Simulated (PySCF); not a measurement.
Compound: C8H6BrN.
SMILES: `BrC1=C2NC=CC2=CC=C1`

Linear response at CAM-B3LYP/def2-SVPD (PySCF, frozen core in the response, non-relativistic). Isolated species at its PBE0-D3(BJ)/def2-SVP geometry, gas phase. The CAM-B3LYP/def2-SVPD calculation is non-relativistic and has no spin–orbit coupling, an omission that weighs most on bromine.

Static isotropic polarisability: 120.67 au (17.88 Å³), principal values 68.9, 143.2, 149.9 au.

Task: What is the polarisability at 1064 nm and at the sodium D line?

Result: 122.41 au at 1064 nm (+1.4 %), 126.76 au at 589.3 nm (+5.0 %). The rise at 589.3 nm is 3.50 times that at 1064 nm; a pure ω² law gives 3.26. The lowest singlet lies at 253 nm, shorter than both wavelengths.

Task: What is the isotropic C6 coefficient between two such molecules, C6 = (3/π)∫α(iω)² dω?

Result: 5132 au (Eh·bohr⁶) by a ten-point quadrature over imaginary frequencies, which is 3070 eV·Å⁶ or 296 J·nm⁶/mol.

Task: Which effective excitation energy ω̄ makes London's formula C6 = (3/4)α²ω̄ exact here?

Result: ω̄ = 4·C6/(3α²) = 0.470 Eh = 12.8 eV. A one-pole form α(ω) = α/(1 − ω²/ω̄²) fitted to the 1064 nm value gives 9.8 eV.

Task: How anisotropic is the static polarisability, by Δα² = ½[(α1 − α2)² + (α2 − α3)² + (α3 − α1)²]?

Result: Δα = 77.8 au, or 0.64 of the isotropic value.

Task: What molar refraction at the D line follows from R = (4π/3)·N_A·α′, with α′ the polarisability volume?

Result: α′ = 18.78 Å³ gives R = 47.38 cm³/mol, for isolated, non-vibrating species.

Task: The lowest 6 singlets have (eV, f): 4.90, 0.092; 5.04, 0.083; 5.34, 0.000; 6.00, 0.000; 6.07, 0.000; 6.24, 0.664. What share of the static polarisability do they carry in the sum over states α = Σ f/ω²?

Result: 17.87 au, 14.8 % of α; the largest term, 12.60 au, is that of the state at 6.24 eV. Their oscillator strengths add up to 0.84. Higher states carry the rest.

Task: What n − 1 at the D line would an ideal gas of it have at 273.15 K and 1 atm (2.6868 × 10¹⁹ cm⁻³), by n − 1 = 2π·N·α′?

Result: 31.71 × 10⁻⁴, a formal value whether or not that pressure can be reached.

Task: What three-body coefficient follows from the one-pole estimate C9 = (3/4)·α·C6?

Result: 464000 au. This is an estimate from the two numbers above, not a computed integral.
